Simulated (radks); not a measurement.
Results of a calculation; reference values are marked as such.
Ionisation of neutral nickel, [Ar] 3d8 4s2, to [Ar] 3d9 as the strength of local exchange is varied. Code: a radial shooting solver on a logarithmic mesh with Libxc functionals. Model: scalar-relativistic Kohn-Sham, Slater X-alpha exchange (alpha = 2/3 is LDA exchange), no correlation, spin-polarised, spherical densities, point nucleus; open shells are filled with parallel spins first.

| alpha | E(Ni) (hartree) | exchange (hartree) | IE (eV) | -e of the level emptied (eV) | <r> of it (bohr) |
|---|---|---|---|---|---|
| 0.604 | -1510.20470 | -52.59146 | 6.847 | 4.280 (4s) | 2.948 |
| 0.619 | -1511.51232 | -53.94681 | 6.822 | 4.366 (4s) | 2.937 |
| 0.667 | -1515.70472 | -58.29977 | 6.731 | 4.647 (4s) | 2.902 |
| 0.744 | -1522.45553 | -65.33297 | 6.546 | 5.113 (4s) | 2.846 |
| 0.925 | -1538.44755 | -82.10829 | 5.922 | 6.282 (4s) | 2.724 |
| 0.953 | -1540.93685 | -84.73363 | 5.801 | 6.472 (4s) | 2.706 |

NIST Atomic Spectra Database: 7.640 eV (measured). The central value is not met in this range of alpha. Open shells are spherical and high-spin; term and fine-structure splittings are not resolved.
